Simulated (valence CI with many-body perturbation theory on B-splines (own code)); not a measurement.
**Valence orbitals of Ti¹⁵⁺**

Calculated by valence CI with perturbative core correlation (CI+MBPT): five valence electrons over a frozen Dirac-Fock core [He], a basis of 9 s, 9 p, 8 d, 6 f, 3 g, 1 h functions for each j, with the one-electron correlation potential Σ1, the two-electron term Σ2, the three-electron term Σ3, Breit, model QED; selected CI, second order for the rest (own B-spline code, finite nucleus).

No measured levels were compared; by estimate levels of excited configurations hold to 0.05 to 0.15 % of their energy, terms of the ground configuration to about 0.5 %. Among the levels kept, up to 1900 cm⁻¹ of a level comes from second order outside the variational space, and about a tenth of that is noise between levels of different J, which matters for small intervals.

These are the spectroscopic orbitals of the CI (the correlating ones are not listed), shaped by the core and the other valence electrons. h is the expectation value of the core's Dirac-Fock operator, without the valence repulsion; Σ1 is computed up to l = 3 at one energy for each symmetry, that of its lowest orbital but kept below the first core excitation, so for empty shells it is not the orbital's own correlation shift; Breit and QED include the response of the core.

```
Orbital  h (hartree)  Σ1 (cm⁻¹)  Breit (cm⁻¹)  QED (cm⁻¹)  ⟨r⟩ (bohr)
  2s1/2      -52.205      -1096          2236        1764      0.3042
  3s1/2      -22.635       -239           575         466      0.7311
  4s1/2      -12.538      -88.6           222         181       1.352
  5s1/2      -7.9552      -42.8           109        89.4       2.158
  2p1/2      -50.655      -2390          4218        -116      0.2647
  3p1/2      -22.144       -492          1079       -30.4      0.7067
  4p1/2      -12.327       -182           423       -12.0       1.341
  5p1/2      -7.8463      -88.3           210        -6.0       2.160
  2p3/2      -50.358      -2294          1887        14.6      0.2669
  3p3/2      -22.058       -473           472         3.5      0.7098
  4p3/2      -12.291       -175           184         1.4       1.346
  5p3/2      -7.8281      -85.0          90.9         0.7       2.166
  3d3/2      -21.721       -161          23.8        -4.9      0.6248
  4d3/2      -12.152      -68.2          12.8        -1.9       1.274
  5d3/2      -7.7571      -35.0           7.1        -1.0       2.108
  3d5/2      -21.696       -159           7.1         4.4      0.6257
  4d5/2      -12.141      -67.3           3.8         1.9       1.275
  5d5/2      -7.7517      -34.5           2.1         1.0       2.109
  4f5/2       -12.03      -11.0           0.1        -0.9       1.119
  5f5/2      -7.7004       -6.3           0.1        -0.5       1.960
  4f7/2      -12.026      -11.0           0.0         0.7       1.120
  5f7/2       -7.698       -6.3           0.0         0.4       1.960
  5g7/2      -7.6836                      0.0        -0.3       1.718
  5g9/2      -7.6822                      0.0         0.2       1.718
```

Among the shells of the start configuration 2s2 2p3, Σ1 is largest in size for 2p1/2, where it is 0.021 % of h.

Lowest root of each symmetry, sizes in configuration state functions:

| J | Parity | Roots | Reference | Variational | Second order | Change by selected CI (cm⁻¹) | Change by second order (cm⁻¹) |
| --- | --- | --- | --- | --- | --- | --- | --- |
| 1/2 | even | 13 | 62 | 39996 | 1106151 | -27004 | -68 |
| 3/2 | even | 17 | 89 | 39999 | 2139345 | -26632 | -328 |
| 5/2 | even | 15 | 81 | 39998 | 2326747 | -26411 | -587 |
| 7/2 | even | 7 | 46 | 39994 | 2149740 | -36915 | -514 |
| 9/2 | even | 3 | 22 | 39982 | 1402349 | -37477 | -145 |
| 1/2 | odd | 10 | 58 | 39993 | 827445 | -28272 | -36 |
| 3/2 | odd | 16 | 87 | 40000 | 1454699 | -24942 | -164 |
| 5/2 | odd | 10 | 72 | 39997 | 1524775 | -28825 | -200 |
| 7/2 | odd | 4 | 44 | 39990 | 1294514 | -35267 | -309 |
| 9/2 | odd | 1 | 17 | 33076 | 497601 | -24872 | -44 |
